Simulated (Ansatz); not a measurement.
Reaction (redistribution): `C=[C](O)[Al]([F])[F]` + `N#CBF` → `N#[C][Al]([F])[F]` + `C=C(O)BF`

Computed with Ansatz on PBE0-D4/def2-TZVP structures; ΔE is electronic, products minus reactants. CCSD(T)/CBS adds triple-zeta CCSD(T) − MP2 to the extrapolated MP2 energy (def2 sets, frozen cores). This one scheme is used for every species. Functionals use def2-TZVPP. B3LYP here is the variant with VWN-RPA as its local correlation; programs differ in this. Each species was taken in one conformer, which may not be the lowest.

`C=[C](O)[Al]([F])[F]`:

```xyz
9

C    -0.185   -0.674    1.317
C     0.282    0.144    0.369
O     1.281    1.024    0.681
Al   -0.501    0.018   -1.390
F     0.071    1.023   -2.559
F    -1.697   -1.042   -1.747
H     0.207   -0.661    2.330
H    -0.975   -1.377    1.087
H     1.517    1.545   -0.089
```

`N#CBF`:

```xyz
5

N    -0.708    1.642    1.092
C    -0.304    0.743    0.498
B     0.169   -0.475   -0.325
F     1.432   -0.813   -0.266
H    -0.589   -1.097   -0.999
```

`N#[C][Al]([F])[F]`:

Cartesian coordinates in Å:
```
N -2.107 -0.222 -1.092
C -1.088 -0.115 -0.564
Al 0.596 0.063 0.309
F 1.952 -0.358 -0.486
F 0.646 0.632 1.832
```

`C=C(O)BF`:

Cartesian coordinates in Å:
```
C -0.700 0.878 0.499
C 0.074 -0.173 0.202
O 0.504 -1.092 1.103
B 0.524 -0.377 -1.270
F 1.287 -1.402 -1.600
H -0.994 1.560 -0.287
H -1.055 1.088 1.505
H 0.169 -0.871 1.978
H 0.191 0.388 -2.130
```

```json
{"level": "PBE-D4", "ΔE (kJ/mol)": "-29.1", "difference from CCSD(T)/CBS": "10.0"}
{"level": "r2SCAN-D4", "ΔE (kJ/mol)": "-35.5", "difference from CCSD(T)/CBS": "3.6"}
{"level": "PBE0-D4", "ΔE (kJ/mol)": "-33.6", "difference from CCSD(T)/CBS": "5.5"}
{"level": "B3LYP-D4", "ΔE (kJ/mol)": "-33.2", "difference from CCSD(T)/CBS": "5.9"}
{"level": "ωB97X-V", "ΔE (kJ/mol)": "-36.2", "difference from CCSD(T)/CBS": "2.9"}
{"level": "ωB97M-V", "ΔE (kJ/mol)": "-35.6", "difference from CCSD(T)/CBS": "3.5"}
{"level": "B2PLYP", "ΔE (kJ/mol)": "-36.8", "difference from CCSD(T)/CBS": "2.3"}
{"level": "PBE", "ΔE (kJ/mol)": "-29.5", "difference from CCSD(T)/CBS": "9.6"}
{"level": "r2SCAN", "ΔE (kJ/mol)": "-35.6", "difference from CCSD(T)/CBS": "3.5"}
{"level": "PBE0", "ΔE (kJ/mol)": "-34.1", "difference from CCSD(T)/CBS": "5.0"}
{"level": "B3LYP", "ΔE (kJ/mol)": "-33.9", "difference from CCSD(T)/CBS": "5.2"}
{"level": "HF/def2-TZVPP", "ΔE (kJ/mol)": "-44.4", "difference from CCSD(T)/CBS": "-5.3"}
{"level": "MP2/def2-TZVPP", "ΔE (kJ/mol)": "-41.0", "difference from CCSD(T)/CBS": "-1.9"}
{"level": "SCS-MP2/def2-TZVPP", "ΔE (kJ/mol)": "-41.0", "difference from CCSD(T)/CBS": "-1.9"}
{"level": "CCSD/def2-TZVPP", "ΔE (kJ/mol)": "-41.0", "difference from CCSD(T)/CBS": "-1.9"}
{"level": "CCSD(T)/def2-TZVPP", "ΔE (kJ/mol)": "-40.1", "difference from CCSD(T)/CBS": "-1.0"}
{"level": "HF/def2-QZVPP", "ΔE (kJ/mol)": "-44.3", "difference from CCSD(T)/CBS": "-5.2"}
{"level": "MP2/def2-QZVPP", "ΔE (kJ/mol)": "-40.4", "difference from CCSD(T)/CBS": "-1.3"}
{"level": "SCS-MP2/def2-QZVPP", "ΔE (kJ/mol)": "-40.4", "difference from CCSD(T)/CBS": "-1.3"}
{"level": "HF/CBS(def2)", "ΔE (kJ/mol)": "-44.3", "difference from CCSD(T)/CBS": "-5.2"}
{"level": "MP2/CBS(def2)", "ΔE (kJ/mol)": "-40.1", "difference from CCSD(T)/CBS": "-1.0"}
{"level": "CCSD/CBS(def2)", "ΔE (kJ/mol)": "-40.0", "difference from CCSD(T)/CBS": "-0.9"}
{"level": "CCSD(T)/CBS", "ΔE (kJ/mol)": "-39.1", "difference from CCSD(T)/CBS": "0"}
```

Largest T1 diagnostic among the species: 0.015.

From PBE to PBE0 (25 % exact exchange), in def2-TZVPP and without D4, ΔE moves by −4.5 kJ/mol. In def2-TZVPP, CCSD(T) changes the Hartree–Fock value by +4.3 kJ/mol (the triples alone add +0.9 kJ/mol) and MP2 by +3.3 kJ/mol.
